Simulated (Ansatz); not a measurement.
`[SiH3][GeH2][CH2]S` → `[GeH2]` + `[SiH3]CS` at 600 K and 1 bar (germylene formation by 1,1-elimination).

Computed with Ansatz on PBE0-D4/def2-TZVP structures; ΔE is electronic, products minus reactants. CCSD(T)/CBS is the MP2 limit (def2-TZVPP, def2-QZVPP) plus CCSD(T) − MP2 in def2-TZVPP, frozen cores. For Ge outer-core shells are correlated without core-valence functions, which leaves a few kJ/mol of doubt a bond. Scalar relativity is left out up to krypton. One conformer a species, not always the lowest.

```tsv
species	CCSD(T)/CBS energy (Eh)	H − E (kJ/mol)	S (J/(mol·K))
`[SiH3][GeH2][CH2]S`	-2805.82258	275.6	491.2
`[GeH2]`	-2077.24753	50.4	247.2
`[SiH3]CS`	-728.50660	211.5	382.4
```

H − E and S are ideal-gas, rigid-rotor, harmonic terms from PBE0-D4/def2-TZVP, for one conformer and one mirror image of each species. 1 Eh = 2625.50 kJ/mol, R = 8.31446 J/(mol·K).

**Question.** By hand: ΔE, ΔH, ΔS and ΔG.

**Answer.** ΔE = (-2077.24753) + (-728.50660) − (-2805.82258) = 0.06845 Eh = 179.7 kJ/mol. Δ(H − E) = 50.4 + 211.5 − 275.6 = -13.7, so ΔH = 166.0 kJ/mol. ΔS = 247.2 + 382.4 − 491.2 = 138.4 J/(mol·K). ΔG = 166.0 − 600 × (138.4)/1000 = 83.0 kJ/mol.

**Question.** By hand: the equilibrium constant, and the temperature at which ΔG would vanish if ΔH and ΔS stayed fixed.

**Answer.** log₁₀ K = −ΔG/(RT ln 10) = -7.2. ΔG = 0 at ΔH/ΔS = 1199 K.

The number of gas molecules changes by +1, which sets the sign of ΔS. A doubt of 5 kJ/mol in ΔE shifts log₁₀ K by 0.4 here. Other conformers and mirror images would add mixing entropy, several J/(mol·K) or more a flexible species. Modes under 60 cm⁻¹, often nearly free rotors, make the harmonic entropy too high. These are equilibria of isolated gas molecules and say nothing of rates. Largest T1 diagnostic: 0.012 (customary marks: 0.02 for closed shells, 0.045 for open ones).
